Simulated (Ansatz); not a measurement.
Spin states of MoO2 (SMILES [O]=[Mo]=[O]), each relaxed with B3LYP-D3(BJ)/def2-TZVP.
State 1 (charge 0, multiplicity 3):
| atom | x (Å) | y (Å) | z (Å) |
|---|---|---|---|
| Mo | 0.3534 | -0.2941 | 0.3576 |
| O | 0.8978 | 0.3425 | -1.1178 |
| O | -1.2843 | -0.0009 | 0.6898 |
State 2 (charge 0, multiplicity 1):
```xyz
3

Mo     0.396    -0.330     0.402
O      0.799     0.348    -1.076
O     -1.228     0.029     0.603
```

Singlets are restricted, other states unrestricted; no spin–orbit coupling, no relativity up to Kr; see below for the cores. The largest T1 diagnostic is 0.112.

Codes used: Ansatz (an electronic-structure program). Values without a source in brackets are computed. In def2 rows elements past Kr take small-core potentials, without spin–orbit coupling.

Question: One of these levels gives 6.52 kcal/mol for the energy of the multiplicity-1 state less that of the multiplicity-3 state. Which one is it?
A) PBE0/def2-TZVPP
B) B3LYP/def2-TZVPP
C) SVWN5/def2-TZVPP
D) PBE/def2-TZVPP

Answer: C, SVWN5/def2-TZVPP. The others give 11.49 (PBE/def2-TZVPP), 12.84 (B3LYP/def2-TZVPP), 16.73 (PBE0/def2-TZVPP)
